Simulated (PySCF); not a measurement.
Does the answer move with the share of exact exchange?

C₅H₁₀O₂.
Cartesian coordinates in Å at the PBE0-D3(BJ)/def2-SVP level; atoms count from 1:
```
atom  x, y, z in Å
C1    -0.504    1.305   -0.735
C2    -0.407   -0.068   -0.078
C3    -0.933   -1.155   -1.025
C4    -1.200   -0.094    1.235
C5     1.055   -0.363    0.228
O6     1.986    0.355   -0.028
O7     1.220   -1.548    0.836
H8    -0.107    2.089   -0.074
H9     0.072    1.339   -1.670
H10   -1.555    1.538   -0.962
H11   -0.375   -1.161   -1.974
H12   -1.992   -0.964   -1.257
H13   -0.853   -2.153   -0.570
H14   -1.133   -1.077    1.722
H15   -2.261    0.121    1.031
H16   -0.831    0.667    1.939
H17    2.173   -1.645    0.983
```

PySCF, pcSseg-1 basis, density fitting, gas phase, PBE0-D3(BJ)/def2-SVP geometry. One functional is left out:

```tsv
functional	exact exchange (%)	HOMO energy (eV)	LUMO energy (eV)	dipole moment (D)
BLYP	0	-6.15	-0.68	1.610
LDA	0	-6.46	-1.09	1.628
B97-2	21	-7.62	0.26	1.702
PBE0	25	-7.91	0.34	1.695
mPW1PW91	25	-7.96	0.31	1.711
BHandHLYP	50	-9.50	1.61	1.782
```

Q: Predict the row of B3LYP (20 % exact exchange) by straight lines through the other rows, and check it.

A: 
| property | line | computed | computed − line | B97-2 (21 %), for comparison |
| --- | --- | --- | --- | --- |
| HOMO energy (eV) | -7.59 | -7.65 | -0.06 | -7.62 |
| LUMO energy (eV) | 0.12 | 0.06 | -0.06 | 0.26 |
| dipole moment (D) | 1.687 | 1.682 | -0.005 | 1.702 |
